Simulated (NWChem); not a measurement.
C3H6OSi; SMILES C#CC[SiH2]O

```xyz
11

C      0.6701    -2.3616     0.1943
C     -0.1840    -1.5431    -0.0632
C     -1.1172    -0.4600    -0.3461
Si    -0.3220     1.1797     0.2313
O      1.2590     1.2326    -0.2826
H      1.3691    -3.1375     0.4092
H     -2.0741    -0.6161     0.1702
H     -1.3338    -0.4070    -1.4212
H     -1.0129     2.3398    -0.3834
H     -0.4499     1.2453     1.7141
H      1.7241     0.3873    -0.1762
```
Atoms are numbered in this order, from 1.

Results from NWChem. Medium grid unless said otherwise, to which SCAN and Minnesota functionals are sensitive. Coordinates come from a B3LYP/6-31G* (spherical d) optimisation. Hybrids' shares of exact exchange are those that their runs print; pure functionals count as 0. The functionals differ in more than this share.

| row | share of exact exchange | orbital gap (eV) |
|---|---|---|
| PBE/def2-SVP | 0.00 | 6.13 |
| r2SCAN/def2-SVP | 0.00 | 6.69 |
| TPSSh/def2-SVP | 0.10 | 7.27 |
| B3LYP/def2-SVP | 0.20 | withheld |
| M06-2X/def2-SVP | 0.54 | 10.43 |

**Question.** Fit a straight line of the last column on the one before it, predict the withheld value, and compare with the run.

**Answer.** 
1. Means of the 4 shown rows: x = 0.160, y = 7.630. Slope Σ(x − x̄)(y − ȳ)/Σ(x − x̄)² = 1.476/0.1992 = 7.410; intercept 6.444.
2. The shown rows scatter about the line by 0.204 (root mean square); the largest residual is -0.31, at PBE/def2-SVP.
3. At x = 0.20 (B3LYP/def2-SVP; inside the shown range) the line gives 7.93.
4. The run gives 7.90, -0.03 from the line, 0.1 times the scatter.
